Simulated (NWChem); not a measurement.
System: C2H9N2 cation; SMILES C(CN)[NH3+]

Here is an NWChem input.

```
start job
memory heap 200 mb stack 900 mb global 1100 mb
charge 1
geometry units angstroms noautosym nocenter noautoz
  N     -0.218815    -1.900391    -0.022142
  C      0.491308    -0.655142    -0.056583
  C     -0.535296     0.468554     0.048128
  N      0.111965     1.824958     0.016615
  H     -0.481653    -2.234644    -0.945140
  H      0.301248    -2.636521     0.444274
  H      1.170607    -0.598021     0.810971
  H      1.123632    -0.496101    -0.957293
  H     -1.249297     0.438636    -0.787305
  H     -1.098907     0.390720     0.987474
  H     -0.578846     2.584318     0.070457
  H      0.764622     1.951540     0.801942
  H      0.654658     1.965886    -0.846262
end
basis spherical
  N library def2-svp
  C library def2-svp
  H library def2-svp
end
dft
  xc xpbe96 cpbe96
  iterations 150
end
cosmo
  dielec 25.0
end
task dft energy
```

Excerpt of the output:

```
             Northwest Computational Chemistry Package (NWChem) 7.3.0
             --------------------------------------------------------

                             Geometry "geometry" -> ""
                             -------------------------

 Output coordinates in angstroms (scale by  1.889725989 to convert to a.u.)

  No.       Tag          Charge          X              Y              Z
 ---- ---------------- ---------- -------------- -------------- --------------
    1 N                    7.0000    -0.21881500    -1.90039100    -0.02214200
    2 C                    6.0000     0.49130800    -0.65514200    -0.05658300
    3 C                    6.0000    -0.53529600     0.46855400     0.04812800
    4 N                    7.0000     0.11196500     1.82495800     0.01661500
    5 H                    1.0000    -0.48165300    -2.23464400    -0.94514000
    6 H                    1.0000     0.30124800    -2.63652100     0.44427400
    7 H                    1.0000     1.17060700    -0.59802100     0.81097100
    8 H                    1.0000     1.12363200    -0.49610100    -0.95729300
    9 H                    1.0000    -1.24929700     0.43863600    -0.78730500
   10 H                    1.0000    -1.09890700     0.39072000     0.98747400
   11 H                    1.0000    -0.57884600     2.58431800     0.07045700
   12 H                    1.0000     0.76462200     1.95154000     0.80194200
   13 H                    1.0000     0.65465800     1.96588600    -0.84626200

 Effective nuclear repulsion energy (a.u.)     140.1741755669

  pbe96 is a nonlocal functional; adding pw91lda local functional.

                                 NWChem DFT Module
                                 -----------------

 Summary of "ao basis" -> "ao basis" (spherical)
 ------------------------------------------------------------------------------
       Tag                 Description            Shells   Functions and Types
 ---------------- ------------------------------  ------  ---------------------
 N                          def2-svp                 6       14   3s2p1d
 C                          def2-svp                 6       14   3s2p1d
 H                          def2-svp                 3        5   2s1p

 in cosmo_initialize ...

 solvent parameters
 solvname_short: unkn
 solvname_long:  unknown
 dielec:       25.0000

          ---------------
          -cosmo- solvent
          ---------------
 Cosmo: York-Karplus, doi: 10.1021/jp992097l
 dielectric constant -eps-     =  25.00
 screen = (eps-1)/(eps    )    =   0.96000
 surface charge correction     = lagrangian

   van der Waals surface
 --------------------------

 ---------- ATOMIC COORDINATES (A.U.) ------------ VDWR(ANG.) --
     1   -0.41350039   -3.59121826   -0.04184231     1.830
     2    0.92843750   -1.23803886   -0.10692637     2.000
     3   -1.01156276    0.88543867    0.09094873     2.000
     4    0.21158317    3.44867056    0.03139780     1.830
     5   -0.91019219   -4.22286484   -1.78605562     1.300
     6    0.56927617   -4.98230225    0.83955612     1.300
     7    2.21212647   -1.13009583    1.53251297     1.300
     8    2.12335659   -0.93749495   -1.80902146     1.300
     9   -2.36082901    0.82890185   -1.48779072     1.300
    10   -2.07663312    0.73835374    1.86605528     1.300
    11   -1.09386033    4.88365289    0.13314442     1.300
    12    1.44492606    3.68787586    1.51545064     1.300
    13    1.23712424    3.71498586   -1.59920329     1.300
 number of segments per atom =         32
 number of   points per atom =         32
 atom (   nspa,  nppa )
 ----------------------
    1 (     19,     0 )       0
    2 (     14,     0 )       0
    3 (     14,     0 )       0
    4 (     13,     0 )       0
    5 (     17,     0 )       0
    6 (     16,     0 )       0
    7 (     13,     0 )       0
    8 (     15,     0 )       0
    9 (     12,     0 )       0
   10 (     15,     0 )       0
   11 (     17,     0 )       0
   12 (     16,     0 )       0
   13 (     16,     0 )       0
 number of -cosmo- surface points =      197
 molecular surface =    111.444 angstrom**2
 molecular volume  =     90.717 angstrom**3
 G(cav/disp)       =      1.417 kcal/mol
 -lineq- algorithm             =   0
 -bem- low  level              =   2
 -bem- from -octahedral-
 gaussian surface charge width =   4.50000
 degree of switching           =   1.00000
 switching function tolerance  =   0.00010
 atomic radii =
 --------------
    1  7.000  1.830
    2  6.000  2.000
    3  6.000  2.000
    4  7.000  1.830
    5  1.000  1.300
    6  1.000  1.300
    7  1.000  1.300
    8  1.000  1.300
    9  1.000  1.300
   10  1.000  1.300
   11  1.000  1.300
   12  1.000  1.300
   13  1.000  1.300
 ...... end of -cosmo- initialization ......

[...]

                                   COSMO solvation results
                                   -----------------------

                 gas phase energy =      -190.489066713721
                 sol phase energy =      -190.598779777371
 (electrostatic) solvation energy =         0.109713063650 (   68.85 kcal/mol)

                       DFT Final Molecular Orbital Analysis
                       ------------------------------------

 Vector   15  Occ=2.000000D+00  E=-3.566513D-01
              MO Center= -1.4D-01, -1.3D-01,  9.8D-02, r^2= 2.4D+00
   Bfn.  Coefficient  Atom+Function         Bfn.  Coefficient  Atom+Function
  ----- ------------  ---------------      ----- ------------  ---------------
    32      0.306389   3 C  px               82     -0.253352  10 H  s
    18     -0.249297   2 C  px               19      0.245242   2 C  py
    34     -0.192185   3 C  pz               33     -0.172122   3 C  py
     6     -0.146862   1 N  pz               35      0.132644   3 C  px
    72     -0.132358   8 H  s                62      0.110086   6 H  s

 Vector   16  Occ=2.000000D+00  E=-3.160580D-01
              MO Center=  2.3D-01, -5.0D-01,  4.1D-02, r^2= 2.6D+00
   Bfn.  Coefficient  Atom+Function         Bfn.  Coefficient  Atom+Function
  ----- ------------  ---------------      ----- ------------  ---------------
    20      0.331671   2 C  pz               67      0.323430   7 H  s
    34     -0.221224   3 C  pz               77      0.218462   9 H  s
    72     -0.208074   8 H  s                82     -0.171133  10 H  s
    68      0.169822   7 H  s                57      0.151633   5 H  s
    62     -0.138859   6 H  s                78      0.133733   9 H  s

 Vector   17  Occ=2.000000D+00  E=-2.026605D-01
              MO Center= -2.4D-01, -1.6D+00, -1.0D-03, r^2= 1.5D+00
   Bfn.  Coefficient  Atom+Function         Bfn.  Coefficient  Atom+Function
  ----- ------------  ---------------      ----- ------------  ---------------
     4      0.445905   1 N  px                7     -0.359085   1 N  px
    31     -0.311512   3 C  s                 6     -0.286291   1 N  pz
     3      0.282182   1 N  s                 9      0.232332   1 N  pz
    72      0.182325   8 H  s                73      0.137634   8 H  s
     2      0.135708   1 N  s                35     -0.128724   3 C  px

 Vector   18  Occ=0.000000D+00  E=-7.843870D-04
              MO Center=  1.9D-01,  1.8D+00,  1.1D-02, r^2= 4.4D+00
   Bfn.  Coefficient  Atom+Function         Bfn.  Coefficient  Atom+Function
  ----- ------------  ---------------      ----- ------------  ---------------
    45      1.224474   4 N  s                88     -0.610015  11 H  s
    93     -0.594620  12 H  s                98     -0.585246  13 H  s
    31      0.575278   3 C  s                78     -0.361035   9 H  s
    44      0.335275   4 N  s                83     -0.336273  10 H  s
    17      0.315688   2 C  s                36     -0.254646   3 C  py

 Vector   19  Occ=0.000000D+00  E= 3.039456D-02
              MO Center=  2.7D-01, -1.3D+00, -1.7D-01, r^2= 5.6D+00
   Bfn.  Coefficient  Atom+Function         Bfn.  Coefficient  Atom+Function
  ----- ------------  ---------------      ----- ------------  ---------------
    17      1.151330   2 C  s                 3      0.997540   1 N  s
    68     -0.734040   7 H  s                73     -0.697777   8 H  s
    63     -0.675741   6 H  s                58     -0.628412   5 H  s
    31      0.403821   3 C  s                21      0.376418   2 C  px
    78     -0.354117   9 H  s                22      0.331898   2 C  py

 Vector   20  Occ=0.000000D+00  E= 4.815435D-02
              MO Center=  3.6D-01,  6.4D-01,  7.9D-02, r^2= 6.0D+00
   Bfn.  Coefficient  Atom+Function         Bfn.  Coefficient  Atom+Function
  ----- ------------  ---------------      ----- ------------  ---------------
    93      0.808021  12 H  s                68      0.769182   7 H  s
    78     -0.703712   9 H  s                98     -0.627390  13 H  s
    83      0.544159  10 H  s                73     -0.519035   8 H  s
    23     -0.462437   2 C  pz               37     -0.420303   3 C  pz
    51     -0.396441   4 N  pz               58     -0.365439   5 H  s

     Multipole analysis of the density
     ---------------------------------

     L   x y z        total         alpha         beta         nuclear
     -   - - -        -----         -----         ----         -------
     0   0 0 0      1.000000    -17.000000    -17.000000     35.000000

     1   1 0 0      0.612206      0.689542      0.689542     -0.766877
     1   0 1 0      2.737820      1.635122      1.635122     -0.532423
     1   0 0 1     -0.260306      0.352011      0.352011     -0.964329

     2   2 0 0    -17.266774    -27.671983    -27.671983     38.077191
     2   1 1 0     -0.744784     -0.792889     -0.792889      0.840994
     2   1 0 1      1.029161      0.326860      0.326860      0.375442
     2   0 2 0     -2.086725   -143.407106   -143.407106    284.727487
     2   0 1 1      1.145840     -2.853712     -2.853712      6.853265
     2   0 0 2    -15.916963    -18.068903    -18.068903     20.220842
```

Level: PBE/def2-SVP, COSMO on the gas-phase geometry. Coordinates come from a PBE0/def2-SVP optimisation. COSMO prints the solvation energy as gas minus solution, so a positive value is a stabilisation.
